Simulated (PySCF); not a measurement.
Working out the ionisation energy of P⁺

P⁺ [Ne] 3s2 3p2 (3P) → P²⁺ [Ne] 3s2 3p1 (2P). All numbers are calculated (PySCF 2.14, the spin-free X2C one-electron Hamiltonian (Gaussian nucleus), in aug-cc-pVDZ-DK). Frozen: [Ne]. Energies in hartree (1 hartree = 27.21139 eV):

```
            part   P⁺ (lower)  P²⁺ (upper)
             UHF  -341.159399  -340.455290
CCSD correlation    -0.070962    -0.058130
             (T)    -0.001045    -0.000615
```

Q: What does Hartree-Fock give?

A: (-340.455290) − (-341.159399) = 0.704109 hartree = 19.160 eV.

Q: What do CCSD and CCSD(T) give?

A: The CCSD correlation energies differ by 0.012832 hartree = 0.349 eV and the triples by 0.000430 hartree = 0.012 eV, so CCSD gives 19.509 eV and CCSD(T) 19.521 eV.

A first-order spin-orbit estimate adds -0.006 eV to CCSD(T) (valence), giving 19.515 eV against 19.769 eV (semi-empirical (NIST evaluation); NIST Atomic Spectra Database, ionization energies).

A double-zeta basis recovers only part of the correlation energy.

What remains against the reference includes basis incompleteness, the frozen core and higher excitations.
